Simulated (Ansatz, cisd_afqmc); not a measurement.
System: Se, charge 0, triplet.

Total energies in def2-SVPD, 6 correlated electrons, 14 frozen orbitals. Open shells are spin-unrestricted; no spin-orbit coupling. Cores are frozen in correlated methods (noble-gas shells, and filled d and f shells in the p block). No relativity. AFQMC is phaseless with a CISD trial state; ± is one standard error, without the phaseless bias. Outlying blocks are dropped, and bars are widened where a walk drifts. Over all cases where full CI ran beside it in this data, AFQMC minus full CI had a median of +0.1 mEh and passed +0.4 mEh in a tenth of the cases.

| method | program | energy (Eh) | minus CCSDTQ (mEh) |
|---|---|---|---|
| HF | Ansatz | -2399.53220 | 96.54 |
| MP2 | Ansatz | -2399.60983 | 18.91 |
| CCSD | Ansatz | -2399.62658 | 2.15 |
| CCSD(T) | Ansatz | -2399.62826 | 0.48 |
| CCSDT(Q) | Ansatz | -2399.62872 | 0.02 |
| CCSDTQ | Ansatz | -2399.62874 | 0.00 |
| AFQMC/CISD | cisd_afqmc | -2399.6286 ± 0.0001 | 0.1 ± 0.1 |

Ansatz is an electronic-structure program.
